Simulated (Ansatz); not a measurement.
`[CH3][GeH2][GeH3]`, relaxed with RKS PBE-D4/def2-SVP in Ansatz from a rough embedded geometry. The force threshold is 0.03 eV/Å; the program also tests the step.

The species carries charge 0 and has multiplicity 1.

Start:

```xyz
11

C     1.590   -0.518    0.346
Ge    0.338    0.305   -0.800
Ge   -1.764    0.285    0.278
H     1.297   -1.626    0.570
H     1.714    0.031    1.299
H     2.652   -0.532   -0.126
H     0.227   -0.503   -2.126
H     0.729    1.730   -1.085
H    -1.716    1.064    1.663
H    -2.216   -1.184    0.598
H    -2.852    0.950   -0.617
```

Question: How much energy does the relaxation release, and in how many steps? (An estimate is asked.)

Answer: Ansatz gave: 0.24 eV, in 3 steps.

Question: Which bonds change most? (Estimate.)

Answer: Ansatz gave: C1–Ge2 from 1.886 to 1.972 Å; Ge2–Ge3 from 2.363 to 2.436 Å; C1–H4 from 1.168 to 1.107 Å; C1–H6 from 1.162 to 1.107 Å.

Question: Give the relaxed structure. (An estimate is asked.)

Answer: Computed: 
```xyz
11

C     1.685   -0.557    0.362
Ge    0.334    0.290   -0.797
Ge   -1.846    0.296    0.291
H     1.399   -1.604    0.575
H     1.763   -0.009    1.321
H     2.676   -0.552   -0.132
H     0.237   -0.485   -2.142
H     0.759    1.751   -1.120
H    -1.777    1.071    1.636
H    -2.296   -1.159    0.603
H    -2.934    0.959   -0.596
```
